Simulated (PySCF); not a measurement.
CH12N2Si3, SMILES N[SiH2]C([SiH3])([SiH3])N. Atoms are numbered in the order given.

```xyz
18

N      2.5916     0.1027    -0.3464
Si     1.2113     0.9503     0.2740
C     -0.3038    -0.1874     0.2703
N     -0.2522    -1.2076     1.3428
Si    -1.9114     0.7856     0.4976
Si    -0.3983    -1.1033    -1.3881
H      3.2488     0.5877    -0.9450
H      3.0530    -0.6307     0.1783
H      1.3735     1.3987     1.7011
H      1.0420     2.1478    -0.6052
H      0.5449    -1.8324     1.2259
H     -0.1533    -0.7736     2.2607
H     -2.0553     1.8130    -0.5802
H     -1.8765     1.4903     1.8201
H     -3.0919    -0.1280     0.4813
H      0.6259    -2.1920    -1.4076
H     -1.7453    -1.7244    -1.5813
H     -0.1410    -0.1538    -2.5132
```
Charge 0, spin multiplicity 1.

Coordinates come from a PBE0-D3(BJ)/def2-SVP optimisation. The geometry has at least one imaginary mode, so it is a saddle point at that level. The structure was generated by enumeration, and PubChem lists no compound with its InChIKey, so it may never have been made. Other conformers were not sampled.

Two levels are set side by side: PBE/pcSseg-1 (PySCF) and B3LYP/pcSseg-1 (PySCF). GIAO shifts against NH3 (¹⁵N), TMS (²⁹Si), TMS (¹H), TMS (¹³C) at the same level; non-relativistic, no solvent, atoms listed together averaged. Differences are taken from unrounded values.

| quantity | PBE |
|---|---|
| δ(¹⁵N) of N1 (ppm) | 11.8 |
| δ(²⁹Si) of Si2 (ppm) | -28.2 |
| δ(¹³C) of C3 (ppm) | 24.0 |
| δ(¹⁵N) of N4 (ppm) | 42.4 |
| δ(¹H) of H9, H10 (ppm) | 5.32 |

Task: These are the PBE values. What does B3LYP give? (Estimate from the structure and the level; the computed values follow.)

Result: 
| quantity | B3LYP | PBE minus B3LYP |
|---|---|---|
| δ(¹⁵N) of N1 (ppm) | 9.3 | 2.6 |
| δ(²⁹Si) of Si2 (ppm) | -27.0 | -1.2 |
| δ(¹³C) of C3 (ppm) | 21.6 | 2.4 |
| δ(¹⁵N) of N4 (ppm) | 37.2 | 5.2 |
| δ(¹H) of H9, H10 (ppm) | 4.98 | 0.33 |

Rough cost on one machine, each run with all the roots and properties that it gave: B3LYP against PBE within a factor of 2.
